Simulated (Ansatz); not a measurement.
InH2F. The state is a triplet with charge 0. Geometry PBE0-D4/def2-TZVP, that of the neutral singlet; atoms count from 1.

```xyz
4

In    0.110    0.121    0.103
H    -0.631    0.475    1.594
H     1.527    0.512   -0.755
F    -1.006   -1.108   -0.942
```

In the def2 sets In takes a core potential; there is no spin–orbit coupling. At PBE0-D4/def2-TZVP a singlet of charge 0 lies 5.16 eV below the triplet at the same geometry.

(1) Estimate the Mulliken populations from the PBE0/def2-TZVP orbitals of Ansatz.

(2) Where does the spin sit?

(3) And the Mayer bond orders between bonded heavy atoms (over 0.3)?

Results:

(1) 
```
atom  charge (e)  spin (α − β)
 In1        0.16          1.08
  H2        0.12          0.36
  H3        0.12          0.36
  F4       -0.40          0.20
```
Mulliken values and Mayer orders depend strongly on the basis.

(2) Summed by element: In 1.08, H 0.73, F 0.20, of 2 unpaired in all. Largest on single atoms: In1 1.08, H2 0.36, H3 0.36.

(3) In1–F4 0.80 (1.96 Å).
